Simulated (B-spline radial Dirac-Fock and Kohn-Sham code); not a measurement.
# X-ray form factors of hafnium in several charge states

Calculated with a B-spline atomic structure program, using Dirac-Fock densities.

Configurations: Hf³⁰⁺ [Kr] 4d6; Hf³¹⁺ [Kr] 4d5; Hf³²⁺ [Kr] 4d4. The first column is f₀ of Hf³⁰⁺, the others are differences from it.

```
s (Å⁻¹)   Hf³⁰⁺  Δ Hf³¹⁺  Δ Hf³²⁺
      0  42.000   -1.000   -2.000
   0.05  41.925   -0.995   -1.990
    0.1  41.702   -0.980   -1.960
   0.15  41.335   -0.955   -1.910
    0.2  40.830   -0.920   -1.843
   0.25  40.196   -0.878   -1.760
    0.3  39.444   -0.829   -1.662
   0.35  38.588   -0.773   -1.552
    0.4  37.640   -0.713   -1.434
   0.45  36.617   -0.650   -1.308
    0.5  35.532   -0.584   -1.179
    0.6  33.244   -0.453   -0.918
    0.7  30.893   -0.329   -0.670
    0.8  28.583   -0.219   -0.451
    0.9  26.396   -0.128   -0.268
      1  24.386   -0.058   -0.127
    1.1  22.585   -0.009   -0.026
    1.2  21.001   +0.021   +0.036
    1.4  18.436   +0.038   +0.076
    1.6  16.501   +0.023   +0.047
```
